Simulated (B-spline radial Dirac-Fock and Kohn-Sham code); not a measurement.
**The L2-M23M23 Auger spectrum of Pt²⁴⁺**

System: platinum as Pt²⁴⁺, configuration [Kr] 4d10 4f8.

Input file task.json (cfg lists n, l and occupation; rrms is the nuclear radius in fm):

```json
{"items": [{
  "Z": 78,
  "q": 24,
  "cfg": [[1, 0, 2], [2, 0, 2], [2, 1, 6], [3, 0, 2], [3, 1, 6], [3, 2, 10], [4, 0, 2], [4, 1, 6], [4, 2, 10], [4, 3, 8]],
  "A": 195,
  "rrms": 5.427,
  "do": ["binding", "quiet", "double"]
}]}
```

Run with: `python xray_run.py task.json out`

Model: Dirac-Fock energy differences between relaxed states, corrected for Breit and QED terms. Program: an atomic code on a B-spline grid. The two-hole levels come from diagonalising the Coulomb interaction among the jj configurations; intensities are independent-particle Coulomb rates. Kinetic energies are from the vacuum level. Correlation energy is missing from these numbers. Open outer shells are spectators and are not coupled to the holes.

```
kinetic energy (eV)  J  leading jj holes (weight)  leading LS term (weight)
             6373.4  0                M2M2 (1.00)                ³P0 (0.64)
             6762.5  2                M2M3 (1.00)                ¹D2 (0.68)
             6772.9  1                M2M3 (1.00)                ³P1 (1.00)
             7132.7  0                M3M3 (1.00)                ¹S0 (0.64)
             7152.8  2                M3M3 (1.00)                ³P2 (0.68)
```

The intensity is shared as follows: 6762.5 eV 50.0 %, 6373.4 eV 25.8 %, 6772.9 eV 23.0 %, 7132.7 eV 0.7 %, 7152.8 eV 0.5 %.

The strongest line, by its leading LS label ¹D2, lies at 6762.5 eV. The mean weight of the leading component is 1.00 in jj and 0.73 in LS coupling, so jj labels describe these levels better.

Values without a named source are computed, but for edge energies of neutral atoms, which are taken from tables.
